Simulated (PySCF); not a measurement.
Simulated Cl 2p region for `O=C=[N][Ga]([Cl])[Cl]` (GaCl2(NCO)), binding energy against the vacuum level.

Every computed line was given a Gaussian of 0.8 eV full width at half maximum and an area set by the number of equivalent atoms (split 2:1 within a doublet); the highest printed point is 100. Computed, not measured: PySCF, delta-SCF UKS SCAN, pcX-2 on the ionised atom, pcseg-1 elsewhere, spin-free X2C.

```json
{"binding energy (eV)": "205.3", "intensity": "0"}
{"binding energy (eV)": "205.4", "intensity": "1"}
{"binding energy (eV)": "205.5", "intensity": "2"}
{"binding energy (eV)": "205.6", "intensity": "5"}
{"binding energy (eV)": "205.7", "intensity": "10"}
{"binding energy (eV)": "205.8", "intensity": "18"}
{"binding energy (eV)": "205.9", "intensity": "29"}
{"binding energy (eV)": "206.0", "intensity": "45"}
{"binding energy (eV)": "206.1", "intensity": "62"}
{"binding energy (eV)": "206.2", "intensity": "80"}
{"binding energy (eV)": "206.3", "intensity": "93"}
{"binding energy (eV)": "206.4", "intensity": "100"}
{"binding energy (eV)": "206.5", "intensity": "98"}
{"binding energy (eV)": "206.6", "intensity": "89"}
{"binding energy (eV)": "206.7", "intensity": "74"}
{"binding energy (eV)": "206.8", "intensity": "56"}
{"binding energy (eV)": "206.9", "intensity": "39"}
{"binding energy (eV)": "207.0", "intensity": "25"}
{"binding energy (eV)": "207.1", "intensity": "15"}
{"binding energy (eV)": "207.2", "intensity": "9"}
{"binding energy (eV)": "207.3", "intensity": "7"}
{"binding energy (eV)": "207.4", "intensity": "8"}
{"binding energy (eV)": "207.5", "intensity": "12"}
{"binding energy (eV)": "207.6", "intensity": "18"}
{"binding energy (eV)": "207.7", "intensity": "26"}
{"binding energy (eV)": "207.8", "intensity": "35"}
{"binding energy (eV)": "207.9", "intensity": "43"}
{"binding energy (eV)": "208.0", "intensity": "49"}
{"binding energy (eV)": "208.1", "intensity": "50"}
{"binding energy (eV)": "208.2", "intensity": "47"}
{"binding energy (eV)": "208.3", "intensity": "41"}
{"binding energy (eV)": "208.4", "intensity": "33"}
{"binding energy (eV)": "208.5", "intensity": "24"}
{"binding energy (eV)": "208.6", "intensity": "16"}
{"binding energy (eV)": "208.7", "intensity": "10"}
{"binding energy (eV)": "208.8", "intensity": "6"}
{"binding energy (eV)": "208.9", "intensity": "3"}
{"binding energy (eV)": "209.0", "intensity": "1"}
{"binding energy (eV)": "209.1", "intensity": "1"}
{"binding energy (eV)": "209.2", "intensity": "0"}
```

Problem. Count the maxima, the lines and the sites behind this envelope.

Solution. The curve has 2 maxima (at 206.4 and 208.1 eV). Under it lie 2 lines from 1 inequivalent chlorine site, drawn as a 2p3/2, 2p1/2 pair.

Problem. Decompose the envelope and assign each component. Bonds: Ga1–Cl2, Ga1–Cl3, Ga1–N4, N4–C5, C5–O6.

Solution. 
```tsv
position (eV)	relative area	line	atoms	environment
206.43	1.33	Cl 2p3/2	Cl2/Cl3	chlorine bonded to Ga
208.09	0.67	Cl 2p1/2	Cl2/Cl3	chlorine bonded to Ga
```

Problem. What are the centre and the root-mean-square width of the whole band?

Solution. The area-weighted mean of the lines is 206.98 eV. Their own spread about it is 0.78 eV (rms) and each Gaussian has σ = 0.8/2.355 = 0.34 eV; the variances add, which gives 0.85 eV.

Shake-up satellites, vibrational structure and lifetime widths aren't simulated. Atoms equivalent by their bonding share one computed value, that of the first of them. 2p3/2 and 2p1/2 are the ΔSCF energy of one spin-free 2p hole plus the eigenvalues of a spin–orbit and ligand-field matrix of the shell. 2p1/2 minus 2p3/2 (ligand field included): Cl 1.65 eV. Geometry: PBE0-D3(BJ)/def2-SVP; no solvent, vibrations or thermal averaging.
